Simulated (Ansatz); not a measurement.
C2H7BSSi, SMILES `S[SiH2]C1BC1`. Charge 0, multiplicity 1. The geometry is a stationary point of PBE0-D4/def2-TZVP. It is one conformer, not always the lowest.

```xyz
12

S     2.583    1.480    0.273
Si    1.247    0.053   -0.595
C    -0.520    0.393   -0.185
B    -1.192   -0.164    1.056
C    -1.524   -0.792   -0.285
H     2.157    1.270    1.530
H     1.523    0.155   -2.051
H     1.558   -1.331   -0.144
H    -0.853    1.378   -0.513
H    -1.380   -0.073    2.221
H    -2.494   -0.612   -0.742
H    -1.106   -1.756   -0.564
```

(1) What is the dipole moment at r2SCAN/def2-TZVPP? (Estimate.)

(2) And with PBE, B3LYP, ωB97M-V? (Estimate.)

(3) Give the Mulliken charges with r2SCAN, PBE, B3LYP in def2-TZVPP. (Best estimate.)

Answers

(1) Ansatz gave: 1.73 D, with components (-1.64, -0.41, 0.36) D in this frame, pointing from negative to positive charge.

(2) The calculation gave: PBE 1.61 D, B3LYP 1.69 D, ωB97M-V 1.70 D.

(3) Ansatz gave: 
```
atom  r2SCAN    PBE  B3LYP
  S1   -0.29  -0.27  -0.28
 Si2    0.39   0.27   0.36
  C3   -0.16  -0.11  -0.16
  B4    0.03  -0.02   0.00
  C5   -0.19  -0.21  -0.25
  H6    0.11   0.12   0.11
  H7   -0.07  -0.05  -0.07
  H8   -0.08  -0.06  -0.08
  H9    0.07   0.09   0.09
 H10    0.04   0.05   0.07
 H11    0.08   0.09   0.10
 H12    0.08   0.10   0.10
```

B3LYP here is the variant with VWN-RPA as its local correlation; programs differ in this.
